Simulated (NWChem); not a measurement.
System: C$_{4}$H$_{4}$F$_{2}$; SMILES C=C=CC(F)F

NWChem input:

```
start job
memory heap 200 mb stack 900 mb global 1100 mb
geometry units angstroms
  C      2.675785    -0.299064     1.072928
  C      1.580268    -0.419584     0.401231
  C      0.475274    -0.535035    -0.270660
  C     -0.714418     0.343757    -0.033865
  F     -1.804806    -0.396912     0.299719
  F     -1.058796     1.008778    -1.168766
  H      2.841921    -0.846215     1.986351
  H      3.473974     0.344747     0.742185
  H      0.350299    -1.278023    -1.045458
  H     -0.556750     1.089336     0.759926
end
basis spherical
  * library def2-svp
end
dft
  xc pbe0
  iterations 150
end
driver
  maxiter 120
end
task dft optimize
task dft freq
```

NWChem printed, in part:

```
             Northwest Computational Chemistry Package (NWChem) 7.3.0
             --------------------------------------------------------

 CS  symmetry detected

                             Geometry "geometry" -> ""
                             -------------------------

 Output coordinates in angstroms (scale by  1.889725989 to convert to a.u.)

  No.       Tag          Charge          X              Y              Z
 ---- ---------------- ---------- -------------- -------------- --------------
    1 C                    6.0000     0.27907216    -2.78067113     0.00000000
    2 C                    6.0000    -0.17263758    -1.57161459     0.00000000
    3 C                    6.0000    -0.61998052    -0.35273704     0.00000000
    4 C                    6.0000     0.28207344     0.84309445     0.00000000
    5 F                    9.0000     0.04286975     1.63010007    -1.08269842
    6 F                    9.0000     0.04286975     1.63010007     1.08269842
    7 H                    1.0000     0.47152673    -3.31232580    -0.91731000
    8 H                    1.0000     0.47152673    -3.31232580     0.91731000
    9 H                    1.0000    -1.67752155    -0.13009645     0.00000000
   10 H                    1.0000     1.35164763     0.58451671     0.00000000

 Effective nuclear repulsion energy (a.u.)     216.7647582585

      Symmetry information
      --------------------

 Group name             Cs
 Group number              2
 Group order               2
 No. of unique centers     8

                                Z-matrix (autoz)
                                --------

 Units are Angstrom for bonds and degrees for angles

      Type          Name      I     J     K     L     M      Value
      ----------- --------  ----- ----- ----- ----- ----- ----------
    1 Stretch                  1     2                       1.29068
    2 Stretch                  1     7                       1.07757
    3 Stretch                  1     8                       1.07757
    4 Stretch                  2     3                       1.29838
    5 Stretch                  3     4                       1.49790
    6 Stretch                  3     9                       1.08072
    7 Stretch                  4     5                       1.35972
    8 Stretch                  4     6                       1.35972
    9 Stretch                  4    10                       1.10039
   10 Bend                     1     3     4               122.65222
   11 Bend                     1     3     9               122.20803
   12 Bend                     2     1     7               121.64721
   13 Bend                     2     1     8               121.64721
   14 Bend                     2     3     4               122.81783
   15 Bend                     2     3     9               122.04243
   16 Bend                     3     1     7               121.64811
   17 Bend                     3     1     8               121.64811
   18 Bend                     3     4     5               110.86309
   19 Bend                     3     4     6               110.86309
   20 Bend                     3     4    10               113.43750
   21 Bend                     4     3     9               115.13974
   22 Bend                     5     4     6               105.55020
   23 Bend                     5     4    10               107.87893
   24 Bend                     6     4    10               107.87893
   25 Bend                     7     1     8               116.70188
   26 Torsion                  2     3     4     5         121.55499
   27 Torsion                  2     3     4     6        -121.55499
   28 Torsion                  2     3     4    10           0.00000
   29 Torsion                  4     3     1     7         -90.25858
   30 Torsion                  4     3     1     8          90.25858
   31 Torsion                  1     2     4     3         180.00000
   32 Torsion                  5     4     3     9         -58.44501
   33 Torsion                  6     4     3     9          58.44501
   34 Torsion                  7     1     3     9          89.74142
   35 Torsion                  1     7     2     3         179.25024
   36 Torsion                  8     1     3     9         -89.74142
   37 Torsion                  1     8     2     3        -179.25024
   38 Torsion                  1     2     9     3         180.00000
   39 Torsion                  9     3     4    10         180.00000

                           NWChem Geometry Optimization
                           ----------------------------

 maximum gradient threshold         (gmax) =   0.000450
 rms gradient threshold             (grms) =   0.000300
 maximum cartesian step threshold   (xmax) =   0.001800
 rms cartesian step threshold       (xrms) =   0.001200
 fixed trust radius                (trust) =   0.300000
 source of zmatrix                         =   autoz

          -------------------
          Energy Minimization
          -------------------

 Using diagonal initial Hessian
 Scaling for Hessian diagonals: bonds = 1.00  angles = 0.25  torsions = 0.10

          --------
          Step   0

                                 NWChem DFT Module
                                 -----------------

 Summary of "ao basis" -> "ao basis" (spherical)
 ------------------------------------------------------------------------------
       Tag                 Description            Shells   Functions and Types
 ---------------- ------------------------------  ------  ---------------------
 C                          def2-svp                 6       14   3s2p1d
 F                          def2-svp                 6       14   3s2p1d
 H                          def2-svp                 3        5   2s1p

[...]

      ----------------------
      Optimization converged
      ----------------------

  Step       Energy      Delta E   Gmax     Grms     Xrms     Xmax
  ---- ---------------- -------- -------- -------- -------- --------
@    5    -353.80696354 -5.7D-07  0.00009  0.00003  0.00054  0.00167
                                     ok       ok       ok       ok

                                Z-matrix (autoz)
                                --------

 Units are Angstrom for bonds and degrees for angles

[...]

 Rotational Constants
 --------------------
 A=   0.286584 cm-1  (  0.412321 K)
 B=   0.063191 cm-1  (  0.090915 K)
 C=   0.055954 cm-1  (  0.080503 K)

 Temperature                      =   298.15K
 frequency scaling parameter      =   1.0000

 Zero-Point correction to Energy  =   43.918 kcal/mol  (  0.069989 au)
 Thermal correction to Energy     =   47.730 kcal/mol  (  0.076063 au)
 Thermal correction to Enthalpy   =   48.323 kcal/mol  (  0.077007 au)

 Total Entropy                    =   78.603 cal/mol-K
   - Translational                =   39.387 cal/mol-K (mol. weight =  90.0281)
   - Rotational                   =   26.856 cal/mol-K (symmetry #  =        1)
   - Vibrational                  =   12.360 cal/mol-K

 Cv (constant volume heat capacity) =   20.505 cal/mol-K
   - Translational                  =    2.979 cal/mol-K
   - Rotational                     =    2.979 cal/mol-K
   - Vibrational                    =   14.546 cal/mol-K

[normal modes left out]

 ----------------------------------------------------------------------------
 Normal Eigenvalue ||           Projected Infra Red Intensities
  Mode   [cm**-1]  || [atomic units] [(debye/angs)**2] [(KM/mol)] [arbitrary]
 ------ ---------- || -------------- ----------------- ---------- -----------
    1       -0.000 ||    0.000029           0.001         0.028       0.010
    2       -0.000 ||    0.000329           0.008         0.321       0.114
    3        0.000 ||    0.000326           0.008         0.317       0.112
    4        0.000 ||    0.000554           0.013         0.540       0.191
    5        0.000 ||    0.000365           0.008         0.356       0.126
    6        0.000 ||    0.000369           0.009         0.360       0.127
    7       61.098 ||    0.000452           0.010         0.441       0.156
    8      165.974 ||    0.000216           0.005         0.211       0.075
    9      313.694 ||    0.001337           0.031         1.303       0.461
   10      356.194 ||    0.005794           0.134         5.648       1.999
   11      431.725 ||    0.017879           0.412        17.429       6.169
   12      511.908 ||    0.026236           0.605        25.576       9.053
   13      617.991 ||    0.000880           0.020         0.858       0.304
   14      643.709 ||    0.000205           0.005         0.200       0.071
   15      878.881 ||    0.055361           1.277        53.969      19.102
   16      889.675 ||    0.020560           0.474        20.043       7.094
   17      984.822 ||    0.000098           0.002         0.096       0.034
   18     1070.362 ||    0.006822           0.157         6.650       2.354
   19     1140.905 ||    0.221178           5.103       215.616      76.318
   20     1145.069 ||    0.017637           0.407        17.193       6.085
   21     1154.681 ||    0.223057           5.146       217.447      76.966
   22     1291.384 ||    0.003010           0.069         2.934       1.039
   23     1381.776 ||    0.029509           0.681        28.767      10.182
   24     1403.434 ||    0.070360           1.623        68.590      24.278
   25     1491.197 ||    0.044034           1.016        42.926      15.194
   26     2105.911 ||    0.089836           2.073        87.577      30.998
   27     3106.593 ||    0.030560           0.705        29.791      10.545
   28     3155.805 ||    0.000779           0.018         0.759       0.269
   29     3182.423 ||    0.000442           0.010         0.431       0.153
   30     3250.859 ||    0.001226           0.028         1.195       0.423
 ----------------------------------------------------------------------------
```

Level: PBE0/def2-SVP.
